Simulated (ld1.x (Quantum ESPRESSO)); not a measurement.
# What the settings do to the TM potential of neodymium

Base potential:

Nd, norm-conserving Troullier–Martins (Kleinman–Bylander form), made with ld1.x (Quantum ESPRESSO) 7.5 (PBE, scalar-relativistic). Core [Kr] 4d10 4f3, reference 5s2 5p6 5d0 6s0 6p0 (charge +3). Waves: 5p (bound): rc 1.70 bohr; 5d (bound, empty): rc 2.95 bohr; 5s (bound): rc 1.85 bohr. Local part: the s channel. Core correction: Bessel-smoothed model core inside 0.80 bohr.

Cutoffs, loose and tight: the cutoffs (Ry, on a coarse ladder) from which the occupation-weighted sum of valence levels, in a spherical-Bessel basis at the reference potential, stays within 10 and 1 mRy of its value at 400 Ry. They do not see the model core or the augmentation charge, which bear on the density cutoff. Test errors are all-electron minus pseudo excitation energies from the reference, over the configurations 5s2 5p6 5d1 6s2 6p0; 5s2 5p6 5d1 6s1 6p0; 5s2 5p6 5d1 6s0 6p0; 5s2 5p6 5d2 6s1 6p0; 5s2 5p6 5d1 6s1.5 6p0; 5s2 5p6 5d1.5 6s1.5 6p0; 5s2 5p6 5d0 6s2 6p0. A dash means not determined; rows that change the core or the reference have their own tests.

A true bound ghost makes a file unfit for plane-wave use even where its test errors are small: the radial tests pick states by their node count and pass the ghost by.

On the changes marked as counting shells twice: ld1.x takes every shell without a wave as core, so the model core holds the marked electrons as well and exchange and correlation see them twice. This cancels in the reference configuration, but the file is broken for other ones, and its errors say nothing about a proper core correction.

| change | outcome | cutoff, loose | cutoff, tight | bound ghosts | largest test error (meV) |
| --- | --- | --- | --- | --- | --- |
| base | generated | 55 Ry | 80 Ry | none | +534 |
| core [Kr] 4d10, valence charge 14; reference 4f4 5s2 5p6 5d0 6s1 6p0; waves now 5s (bound): rc 2.50 bohr; 5p (bound): rc 1.50 bohr; 5d (bound): rc 3.40 bohr; 4f (bound): rc 1.35 bohr; local potential all-electron potential smoothed inside 2.10 bohr (lloc = -2); core correction a·sin(br)/r model core, default radius (core density twice the valence density) (6s counted twice) | generated, misses its reference levels by 0.31 eV | 200 Ry | 260 Ry | none | +1088 |
| fully relativistic | generated | 55 Ry | 80 Ry | none | +523 |
| wave 5p (bound): rc 1.70 bohr becomes 5p (bound): rc 1.24 bohr | generated | 120 Ry | 300 Ry | p | +535 |
| wave 5d (bound): rc 2.95 bohr becomes 5d (bound): rc 2.18 bohr | generated | 55 Ry | 80 Ry | none | +534 |
| reference 5s2 5p6 5d1 6s1.5 6p0 (6s counted twice) | generated, misses its reference levels by 0.21 eV | 55 Ry | 80 Ry | none | -779 over the solved tests; 1 of 7 tests not solved or not reliable |
| functional PBEsol | generated | 55 Ry | 80 Ry | none | +540 |
| wave 5s (bound): rc 1.85 bohr becomes 5s (bound): rc 2.28 bohr | generated | 50 Ry | 70 Ry | none | +2592 |

**Question.** What comes out with this change to the base: all radii but the core radius scaled by about 1.15 (s 2.14, p 1.96, d 3.40 bohr)?

**Answer.** outcome: generated; cutoff, loose: 40 Ry; cutoff, tight: 55 Ry; bound ghosts: none; largest test error (meV): +1637.
